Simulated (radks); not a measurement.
Problem. Radial electron density D(r) = 4 pi r^2 rho(r) of an atom or ion with 4 electrons. Calculated with a radial shooting solver on a logarithmic mesh with Libxc functionals: Dirac Kohn-Sham, PBE, spin-unpolarised, spherical densities, point nucleus.

| r (bohr) | D(r) (e/bohr) |
|---|---|
| 0.0143 | 0.1631 |
| 0.01818 | 0.2534 |
| 0.02293 | 0.3841 |
| 0.02914 | 0.5830 |
| 0.03675 | 0.8590 |
| 0.04672 | 1.256 |
| 0.05892 | 1.769 |
| 0.07491 | 2.438 |
| 0.09447 | 3.194 |
| 0.1201 | 4.009 |
| 0.1514 | 4.690 |
| 0.1925 | 5.085 |
| 0.2428 | 4.984 |
| 0.3087 | 4.298 |
| 0.3893 | 3.205 |
| 0.4948 | 1.984 |
| 0.6241 | 1.119 |
| 0.7933 | 0.7730 |
| 1 | 0.8763 |
| 1.272 | 1.085 |
| 1.604 | 1.063 |
| 2.039 | 0.7511 |
| 2.572 | 0.3841 |
| 3.269 | 0.1532 |
| 4.123 | 0.08086 |
| 5.241 | 0.06024 |
| 6.609 | 0.03530 |
| 8.402 | 0.01174 |
| 10.6 | 0.002035 |
| 13.47 | 0.0001390 |

What is the nuclear charge?

Solution. Z = 5. The innermost maximum, from 1s, lies near gamma/Z bohr with gamma = sqrt(1 - (Z/c)^2) = 0.999, here 0.2 bohr (found: 0.207), and its height grows with Z. The density is that of the boron ion B+ in [He] 2s1.75 3s0.25; the configuration itself is not fixed sharply by these data. D(r) has 2 maxima, at r = 0.207, 1.41 bohr, and minima at 0.826 bohr, inside which lie 2.07 electrons.
